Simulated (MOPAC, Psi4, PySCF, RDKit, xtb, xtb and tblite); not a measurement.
Torsional profile of SMILES C(C)/C=C\C. Scanned: dihedral C2–C3–C4–C5; all other coordinates were relaxed at GFN2-xTB. Points at φ and −φ are mirror images.

Geometry of the scan point at -60° (Å):
```
15

C     -2.1149    -0.2260     0.0343
C     -1.1935     0.9414    -0.1129
C      0.0635     0.9118    -0.5307
C      0.8846    -0.3140    -0.8181
C      1.0473    -1.2208     0.4032
H     -1.7585    -1.0886    -0.5221
H     -3.1076     0.0377    -0.3284
H     -2.2129    -0.5034     1.0846
H     -1.6427     1.9009     0.1116
H      0.5970     1.8507    -0.6049
H      1.8707    -0.0110    -1.1723
H      0.4109    -0.8918    -1.6190
H      1.6765    -2.0730     0.1541
H      1.5177    -0.6732     1.2177
H      0.0884    -1.5892     0.7515
```

- GFN2-xTB (xtb and tblite)
- MMFF94 // GFN2-xTB (RDKit)
- B3LYP/def2-TZVP // GFN2-xTB (Psi4)
- B3LYP-D3(BJ)/def2-TZVP // GFN2-xTB (Psi4)
- PBE/def2-TZVP // GFN2-xTB (Psi4)
- PBE-D3(BJ)/def2-TZVP // GFN2-xTB (Psi4)
- UFF // GFN2-xTB (RDKit)
- PM6, restricted, heats of formation // GFN2-xTB (MOPAC)
- AM1, restricted, heats of formation // GFN2-xTB (MOPAC)
- GFN1-xTB // GFN2-xTB (xtb)
- RKS-B3LYP/6-31G* = restricted B3LYP/6-31G*, spherical d // GFN2-xTB (PySCF)

Least-squares fit of E(φ) = a0 + Σ (a_n cos nφ + b_n sin nφ), n = 1 to 4, to the 24 scan points, in kJ/mol above the lowest point of each profile (levels whose profile four harmonics don't fit are not listed):

```tsv
method	a0	a1	b1	a2	b2	a3	b3	a4	b4	rms of fit
GFN2-xTB	4.83	7.39	0.00	4.23	0.00	0.71	0.00	-0.54	0.00	0.48
MMFF94	6.60	6.30	0.00	4.38	0.00	-1.73	0.00	-0.76	0.00	0.30
B3LYP/def2-TZVP	7.53	9.01	0.00	4.69	0.00	-0.97	0.00	-0.44	0.00	0.48
B3LYP-D3(BJ)/def2-TZVP	6.30	7.38	0.00	4.77	0.00	-0.48	0.00	-0.43	0.00	0.52
PBE/def2-TZVP	7.15	8.49	0.00	4.56	0.00	-0.87	0.00	-0.38	0.00	0.50
PBE-D3(BJ)/def2-TZVP	6.42	7.50	0.00	4.63	0.00	-0.59	0.00	-0.38	0.00	0.52
UFF	14.52	9.22	0.00	6.78	0.00	9.70	0.00	-1.48	0.00	0.82
PM6	4.53	6.05	0.00	2.56	0.00	1.05	0.00	-0.15	0.00	0.19
AM1	6.09	7.52	0.00	2.49	0.00	0.96	0.00	-0.27	0.00	0.37
GFN1-xTB	4.18	5.40	0.00	3.76	0.00	0.29	0.00	-0.46	0.00	0.39
RKS-B3LYP/6-31G*	7.77	8.88	0.00	4.94	0.00	-1.12	0.00	-0.41	0.00	0.53
```
